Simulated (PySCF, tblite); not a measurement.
Isomers of C6H11NOSi, one GFN2-xTB conformer each. Single-point energies are computed at PBE0/pcSseg-1 (PySCF, gas phase, no added dispersion term), electronic only.

Problem. Rank them by PBE0/pcSseg-1 energy, lowest first (kJ/mol).
A. `[CH3:1][O:2][CH2:3][SiH2:4][n:5]1[cH:6][cH:7][cH:8][cH:9]1` with C1–O2–C3–Si4 -70°, O2–C3–Si4–N5 -165°, C3–Si4–N5–C6 -10°
B. `[CH3:1][O:2][SiH2:3]/[CH:4]=[CH:5]/[CH2:6][CH2:7][C:8]#[N:9]` with C1–O2–Si3–C4 180°, O2–Si3–C4–C5 3°, C4–C5–C6–C7 121°, C5–C6–C7–C8 180°
C. `[O:1]=[C:2]=[N:3][SiH:4]1[CH2:5][CH2:6][CH2:7][CH2:8][CH2:9]1` with C2–N3–Si4–C5 -100°, N3–Si4–C5–C6 -158°, Si4–C5–C6–C7 57°, C5–C6–C7–C8 -70°, C6–C7–C8–C9 69°
D. `[CH2:1]=[C:2]([CH3:3])[CH2:4][C@H:5]([C:6]#[N:7])[O:8][SiH3:9]` with C1–C2–C4–C5 89°, C2–C4–C5–C6 -168°, C4–C5–O8–Si9 -168°

Solution. C (0.0), B (234.2), A (246.6), D (275.3).

As drawn, the lowest has a C=O bond, cumulated double bonds and a C=N bond, which the highest lacks; the highest has a C≡N group, an Si–O bond and a C=C bond outside aromatic rings, which the lowest lacks. GFN2-xTB itself gives, in the same order: 0.0, 214.3, 143.3, 174.1. Both levels put the same isomer lowest; measured from each level's own lowest isomer, the values differ by up to 103.3 kJ/mol (COC[SiH2]n1cccc1: 143.3 against 246.6).

Problem. Which frontier levels, dipoles and rotational constants go with these structures?

Solution. 
| SMILES | HOMO (eV, PBE0/pcSseg-1) | LUMO (eV) | dipole (D) | A, B, C (MHz) |
| --- | --- | --- | --- | --- |
| O=C=N[SiH]1CCCCC1 | -7.73 | 0.69 | 2.96 | 3324, 701.3, 619.8 |
| CO[SiH2]/C=C/CCC#N | -7.90 | -0.43 | 4.84 | 4195, 413.3, 387.0 |
| COC[SiH2]n1cccc1 | -6.25 | 0.35 | 1.75 | 4736, 630.6, 575.2 |
| C=C(C)C[C@H](C#N)O[SiH3] | -7.51 | -0.30 | 3.19 | 1686, 955.1, 684.5 |

Problem. What happens when harmonic zero-point energies from GFN2-xTB frequencies are added?

Solution. 
```json
{"SMILES": "O=C=N[SiH]1CCCCC1", "ZPE (kJ/mol)": "424.5", "electronic (kJ/mol)": "0.0", "with ZPE (kJ/mol)": "0.0"}
{"SMILES": "CO[SiH2]/C=C/CCC#N", "ZPE (kJ/mol)": "402.9", "electronic (kJ/mol)": "234.2", "with ZPE (kJ/mol)": "212.6"}
{"SMILES": "COC[SiH2]n1cccc1", "ZPE (kJ/mol)": "408.0", "electronic (kJ/mol)": "246.6", "with ZPE (kJ/mol)": "230.0"}
{"SMILES": "C=C(C)C[C@H](C#N)O[SiH3]", "ZPE (kJ/mol)": "397.8", "electronic (kJ/mol)": "275.3", "with ZPE (kJ/mol)": "248.6"}
```

The zero-point energies span 26.7 kJ/mol. The order is unchanged.
